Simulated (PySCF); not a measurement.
O4W, charge -2, singlet, at a GFN2-xTB geometry (such geometries of metal compounds can be far from the true shape) (core potentials on W).

PySCF was given this input:
```python
from pyscf import gto, scf

mol = gto.Mole()
mol.atom = '''
    W     0.00000000   -0.00000000   -0.00000000
    O     1.22151270    0.75059407   -1.05310996
    O     0.81207991   -0.92511978    1.28421374
    O    -1.02182507   -1.09275821   -0.96243355
    O    -1.01176754    1.26728392    0.73132977
'''
mol.basis = 'def2-svp'
mol.ecp = {'W': 'def2-svp'}
mol.charge = -2
mol.verbose = 4
mol.build()

mf = scf.RHF(mol)
mf.kernel()
```

**Question.** Estimate the HOMO-LUMO gap that HF/def2-SVP run with PySCF returns for this input.

**Answer.** 12.76 eV

**Question.** Give the Mulliken (on the basis functions themselves) charges in atom order at the level HF/def2-SVP.

**Answer.** W1 1.35, O2 -0.84, O3 -0.84, O4 -0.84, O5 -0.84

**Question.** Estimate the total energy that HF/def2-SVP returns for this input.

**Answer.** -365.6202 Eh

**Question.** Give the number of basis functions at the level HF/def2-SVP.

**Answer.** 88
